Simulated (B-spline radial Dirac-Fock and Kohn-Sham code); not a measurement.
## K-shell conversion coefficients of In against transition energy

Level of theory: a Dirac-Hartree-Slater potential of the neutral atom with a Latter tail (no hole, which puts coefficients of high multipoles low close above an edge), finite nucleus with surface currents; an atomic code on a B-spline grid. Subshells within 1 keV of threshold and pair formation are left out.

```
energy (keV)        E1        E2        E4       E5       M4       M5
        30.2      3.97      18.2      31.4     34.5     4350     6580
        36.7      2.39      17.0       293     1160     8600    45800
        37.6      2.24      16.4       320     1350     8500    48200
        47.6      1.19      10.2       378     2250     5190    40600
          50      1.04      9.05       355     2190     4430    35700
        72.8     0.370      3.13       135      876     1010     8330
        74.3     0.349      2.94       126      814      923     7580
        78.4     0.301      2.49       104      668      728     5880
         100     0.151      1.14      41.1      244      239     1750
         154    0.0446     0.268      6.53     31.7     31.0      179
         200    0.0214     0.110      2.05     8.64     9.04     44.4
         239    0.0131    0.0606     0.930     3.56     3.96     17.3
         253    0.0112    0.0502     0.724     2.69     3.05     12.9
         268   0.00962    0.0415     0.563     2.03     2.35     9.56
         421   0.00299   0.00998    0.0850    0.242    0.328     1.00
         500   0.00198   0.00605    0.0437    0.114    0.162    0.448
         645   0.00111   0.00303    0.0174   0.0405   0.0600    0.144
         685  0.000973   0.00260    0.0142   0.0321   0.0479    0.111
         989  0.000462   0.00108   0.00448  0.00873   0.0131   0.0256
        1000  0.000453   0.00106   0.00434  0.00842   0.0126   0.0245
        1040  0.000421  0.000971   0.00388  0.00741   0.0111   0.0212
        1350  0.000263  0.000562   0.00190  0.00332  0.00482  0.00836
        1500  0.000220  0.000455   0.00145  0.00246  0.00351  0.00587
        1810  0.000162  0.000318  0.000920  0.00147  0.00204  0.00322
        2000  0.000138  0.000264  0.000729  0.00114  0.00154  0.00238
        2020  0.000136  0.000259  0.000712  0.00111  0.00150  0.00231
```

Task: How fast do they fall between 1810 and 2020 keV?

Result: As powers of the energy: E1 E^-1.57, E2 E^-1.85, E4 E^-2.33, E5 E^-2.59, M4 E^-2.77, M5 E^-3.04. Within one type (E or M) the higher multipoles fall faster.

Values without a named source are computed, but for edge energies of neutral atoms, which are taken from tables.
